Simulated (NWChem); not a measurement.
System: BaClF; SMILES [F][Ba][Cl]

```xyz
3

Ba    -0.3134    -0.3817     0.0000
F      1.2376    -1.9805     0.0000
Cl     0.3770     2.3058     0.0000
```
Atoms are numbered in this order, from 1.

Program: NWChem. Structure relaxed at the PBE0/def2-SVP level. def2 effective core potentials on Ba; no spin-orbit coupling. Vertical excitations in the gas phase; the lowest state need not have the same character in each row.

| level | lowest excitation, singlet (eV) | orbital gap (eV) |
|---|---|---|
| PBE/def2-SVP, TDA | 3.48 | 3.48 |
| B3LYP/def2-SVP, TDA | 3.98 | 4.76 |
| BHandHLYP/def2-SVP, TDA | 4.88 | 6.79 |
| LDA (Slater exchange, VWN5)/def2-SVP, TDA | … | … |

### Question
What belongs in the gaps?

### Answer

- LDA (Slater exchange, VWN5)/def2-SVP, TDA, lowest excitation, singlet (eV): 3.56
- LDA (Slater exchange, VWN5)/def2-SVP, TDA, orbital gap (eV): 3.56
